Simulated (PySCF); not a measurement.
La³⁴⁺: ionisation energy

La³⁴⁺ [Ar] 3d5 (6S) → La³⁵⁺ [Ar] 3d4 (5D), as a difference of total energies. Computed with PySCF 2.14 in an even-tempered Gaussian basis (18 s from 5.3 bohr⁻², ratio 2.5; 12 p from 6.9 bohr⁻², ratio 2.5; 8 d from 6.9 bohr⁻², ratio 2.5; 4 f from 28 bohr⁻², ratio 2.7; 3 g from 42 bohr⁻², ratio 2.7), with the spin-free X2C one-electron Hamiltonian (Gaussian nucleus). Correlated levels: outer shells: [Ne] frozen; virtual orbitals above 40 to 60 times the deepest correlated orbital energy dropped. The calculations carry no spin-orbit coupling.

```json
{"method": "UHF", "ionisation energy (eV)": "2280.6"}
{"method": "LDA", "ionisation energy (eV)": "2278.3"}
{"method": "PBE", "ionisation energy (eV)": "2277.8"}
{"method": "PBE0", "ionisation energy (eV)": "2279.0"}
{"method": "r2SCAN", "ionisation energy (eV)": "2279.5"}
{"method": "M06-2X", "ionisation energy (eV)": "2281.4"}
{"method": "PBEsol", "ionisation energy (eV)": "2277.8"}
{"method": "MP2 (outer shells)", "ionisation energy (eV)": "2281.0"}
{"method": "SCS-MP2 (outer shells)", "ionisation energy (eV)": "2280.4"}
```

Spin-orbit coupling is strong in these open shells (close to jj coupling). The scalar numbers leave it out and a first-order estimate fails, so it can dominate the gap to the real levels.

Breit and QED terms and the two-electron picture change are absent.

For comparison: 2259 ± 5 eV (theoretical estimate listed by NIST; NIST Atomic Spectra Database, ionization energies).
